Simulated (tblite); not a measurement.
C4H11AlSSi.
SMILES with atom numbers: `[SiH3:1][S:2][C@H:3]1[CH2:4][CH2:5][AlH:6][CH2:7]1` (hydrogens: H8, H9, H10 on Si1; H11 on C3; H12, H13 on C4; H14, H15 on C5; H16 on Al6; H17, H18 on C7)

Computed with GFN2-xTB (tblite), gas phase: L-BFGS steps from a force-field or distance-geometry start until the largest atomic force falls under 0.01 eV/Å.

Geometry at step 26:
```
atom  x, y, z in Å
Si1     3.0572    0.1666   -0.0408
S2      1.6625   -0.5158   -1.5091
C3     -0.0413   -0.0509   -0.9749
C4     -0.7121   -1.1810   -0.1868
C5     -2.2467   -0.9645   -0.2458
Al6    -2.2036    1.0353   -0.1714
C7     -0.2101    1.2816   -0.2544
H8      2.9516   -0.5620    1.2261
H9      2.8949    1.6014    0.1882
H10     4.2928   -0.1240   -0.7512
H11    -0.5550    0.0153   -1.9399
H12    -0.3644   -1.1279    0.8442
H13    -0.4110   -2.1534   -0.5871
H14    -2.6228   -1.4079   -1.1780
H15    -2.7721   -1.5021    0.5550
H16    -3.2772    2.1306   -0.1124
H17     0.2197    2.1009   -0.8395
H18     0.3286    1.2641    0.7014
```

Problem. Give the atomic forces at this geometry.

Solution. 
```tsv
atom	Fx (eV/Å)	Fy (eV/Å)	Fz (eV/Å)
Si1	0.030	0.030	-0.014
S2	0.127	0.028	0.080
C3	-0.063	-0.085	-0.030
C4	-0.091	-0.005	0.061
C5	-0.070	-0.001	-0.026
Al6	0.049	0.060	0.084
C7	-0.039	0.049	0.038
H8	-0.081	0.034	-0.112
H9	-0.022	-0.072	-0.007
H10	0.010	0.009	0.091
H11	-0.040	-0.020	-0.196
H12	0.040	-0.029	0.142
H13	-0.064	0.068	-0.041
H14	-0.019	0.047	-0.008
H15	0.190	-0.041	-0.012
H16	-0.023	-0.027	-0.009
H17	0.008	-0.029	-0.026
H18	0.057	-0.015	-0.013
```

The largest, 0.20 eV/Å, acts on H11; the rms over all components is 0.065 eV/Å. The forces sum to zero within rounding, as they must for an isolated molecule in no field.

Problem. Give the force on H11 in Eh/bohr and in nN.

Solution. 0.201 eV/Å ÷ 51.422 = 0.00391 Eh/bohr, and 0.201 eV/Å × 1.602 = 0.32 nN.

Problem. How far is this geometry from the end of the optimisation?

Solution. 0.091 eV above it, and 0.357 Å rms away after alignment. The bonds farthest from their final lengths, with half the difference of the two atoms' forces along the bond (positive lengthens):

| bond | now (Å) | final (Å) | force along bond (eV/Å) |
| --- | --- | --- | --- |
| S2–C3 | 1.845 | 1.852 | +0.06 |
| Si1–H8 | 1.465 | 1.460 | -0.04 |
| Al6–C7 | 2.010 | 2.005 | -0.04 |
| C4–H12 | 1.089 | 1.094 | +0.06 |
| C5–Al6 | 2.002 | 1.998 | +0.03 |
| C3–C7 | 1.524 | 1.528 | +0.07 |

The angle farthest from its final value is S2–Si1–H10, 98.9° against 103.1°.

What follows is the cost of the whole relaxation. Time: 1.3 s of wall time. Hardware: one thread, Arm Neoverse N1 (aarch64), no GPU, shared host with 64 logical CPUs at a one-minute load of 51.
